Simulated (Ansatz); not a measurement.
System: GeH2SeF, charge 0, doublet. GeH2SeF (SMILES F[Se][GeH2], doublet).
B3LYP-D3(BJ)/def2-TZVP minimum from Ansatz (a first-principles code):
```xyz
5

Se     0.7684     0.4357     0.5676
F      0.0700     2.0037     0.0893
Ge    -0.7585    -0.9330    -0.6202
H     -0.2844    -2.3369    -0.1499
H     -2.2004    -0.6550    -0.1061
```
Charge 0, spin multiplicity 2.

Wanted: atomisation energy (electronic, to ground-state atoms), in kJ/mol. Radicals and triplets start from unrestricted determinants; spin-orbit coupling is neglected. Cores are frozen in correlated methods (noble-gas shells, and filled d and f shells in the p block). No relativity. CBS(X,Y): correlation extrapolated as X^-3, Hartree-Fock from the larger set. A bracket is a step between two methods taken in the basis named. Double hybrids freeze cores in their MP2 part. For partners of very few electrons the exact lower level stands in for a higher one.

CCSD(T)/CBS(cc-pVTZ,cc-pVQZ) + [CCSDT(Q) - CCSD(T)]/cc-pVDZ (Ansatz) gives 1132.1 kJ/mol.

What does PBE/def2-TZVPD (Ansatz) give here, and how do the other levels compare?

PBE gives 1172.9 kJ/mol, 40.8 kJ/mol above it. Differences of the others: r2SCAN/def2-TZVPD (Ansatz) 24.1; B3LYP/def2-TZVPD (Ansatz) -11.5; PBE0/def2-TZVPD (Ansatz) -14.1; wB97M-V/def2-TZVPD (Ansatz) -10.4; B2PLYP/def2-TZVPD (Ansatz) -27.2; CCSD(T)/CBS(cc-pVTZ,cc-pVQZ) (Ansatz) -4.2 kJ/mol.
